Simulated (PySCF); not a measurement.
CHNO, triplet (typed; the unrestricted solution is spin-contaminated), geometry from GFN2-xTB (a higher spin typed on purpose: for a closed-shell molecule this is an excited state). Base run: MP2/aug-cc-pVDZ in PySCF.

Input for PySCF:
```python
from pyscf import gto, scf, mp

mol = gto.Mole()
mol.atom = '''
    N    -1.098185    0.248837    0.182049
    C     0.114465   -0.303545    0.214560
    O     1.099133    0.032439   -0.419007
    H    -1.792559   -0.180102    0.790356
'''
mol.basis = 'aug-cc-pvdz'
mol.charge = 0
mol.spin = 2
mol.verbose = 4
mol.build()

mf = scf.UHF(mol)
mf.kernel()

pt = mp.MP2(mf, frozen=3)
pt.kernel()
print('E(MP2) = %.10f' % pt.e_tot)
```

Variants of this job, named by their change:

```json
[
 {"change": "base", "basis functions": "78", "E (Eh)": "-168.11903", "MP2 correlation (Eh)": "-0.43151", "SCF-reference HOMO (eV)": "-10.74", "SCF-reference dipole (D)": "2.89"},
 {"change": "basis = 6-31G", "basis functions": "29", "E (Eh)": "-167.84094", "MP2 correlation (Eh)": "-0.26676", "SCF-reference HOMO (eV)": "-10.71", "SCF-reference dipole (D)": "3.12"},
 {"change": "basis = pcseg-1", "basis functions": "47", "E (Eh)": "-168.02834", "MP2 correlation (Eh)": "-0.41428", "SCF-reference HOMO (eV)": "-10.82", "SCF-reference dipole (D)": "3.04"},
 {"change": "basis = def2-SVP", "basis functions": "47", "E (Eh)": "-167.93491", "MP2 correlation (Eh)": "-0.40870", "SCF-reference HOMO (eV)": "-10.69", "SCF-reference dipole (D)": "2.90"},
 {"change": "basis = 6-31+G*", "basis functions": "56", "E (Eh)": "-168.06648", "MP2 correlation (Eh)": "-0.40357", "SCF-reference HOMO (eV)": "-10.77", "SCF-reference dipole (D)": "3.05"},
 {"change": "basis = 6-311G**", "basis functions": "[?]", "E (Eh)": "[?]", "MP2 correlation (Eh)": "[?]", "SCF-reference HOMO (eV)": "[?]", "SCF-reference dipole (D)": "[?]"},
 {"change": "basis = aug-pcseg-1", "basis functions": "78", "E (Eh)": "[?]", "MP2 correlation (Eh)": "[?]", "SCF-reference HOMO (eV)": "-10.77", "SCF-reference dipole (D)": "2.89"},
 {"change": "basis = 6-311+G(2d,p)", "basis functions": "87", "E (Eh)": "-168.18256", "MP2 correlation (Eh)": "-0.47004", "SCF-reference HOMO (eV)": "-10.79", "SCF-reference dipole (D)": "2.91"},
 {"change": "basis = def2-TZVP", "basis functions": "99", "E (Eh)": "-168.24074", "MP2 correlation (Eh)": "-0.51176", "SCF-reference HOMO (eV)": "-10.75", "SCF-reference dipole (D)": "2.89"},
 {"change": "basis = pc-2", "basis functions": "104", "E (Eh)": "-168.22977", "MP2 correlation (Eh)": "-0.50582", "SCF-reference HOMO (eV)": "-10.76", "SCF-reference dipole (D)": "2.93"},
 {"change": "basis = cc-pVTZ", "basis functions": "104", "E (Eh)": "[?]", "MP2 correlation (Eh)": "[?]", "SCF-reference HOMO (eV)": "[?]", "SCF-reference dipole (D)": "[?]"},
 {"change": "basis = pcseg-2", "basis functions": "104", "E (Eh)": "[?]", "MP2 correlation (Eh)": "[?]", "SCF-reference HOMO (eV)": "-10.75", "SCF-reference dipole (D)": "2.93"},
 {"change": "basis = def2-TZVPD", "basis functions": "123", "E (Eh)": "-168.24464", "MP2 correlation (Eh)": "-0.51478", "SCF-reference HOMO (eV)": "-10.77", "SCF-reference dipole (D)": "2.87"}
]
```

What belongs in the gaps?


- basis = 6-311G**, basis functions: 60
- basis = 6-311G**, E (Eh): -168.14031
- basis = 6-311G**, MP2 correlation (Eh): -0.43777
- basis = 6-311G**, SCF-reference HOMO (eV): -10.66
- basis = 6-311G**, SCF-reference dipole (D): 2.88
- basis = aug-pcseg-1, E (Eh): -168.05617
- basis = aug-pcseg-1, MP2 correlation (Eh): -0.42880
- basis = cc-pVTZ, E (Eh): -168.23928
- basis = cc-pVTZ, MP2 correlation (Eh): -0.51692
- basis = cc-pVTZ, SCF-reference HOMO (eV): -10.70
- basis = cc-pVTZ, SCF-reference dipole (D): 2.85
- basis = pcseg-2, E (Eh): -168.22740
- basis = pcseg-2, MP2 correlation (Eh): -0.50795

Totals compare only among sets that treat the same electrons; sets with core potentials leave the core out.

Open shells are given as the SCF converged; they aren't shown to be the lowest states, and a large step between rows can be another state.
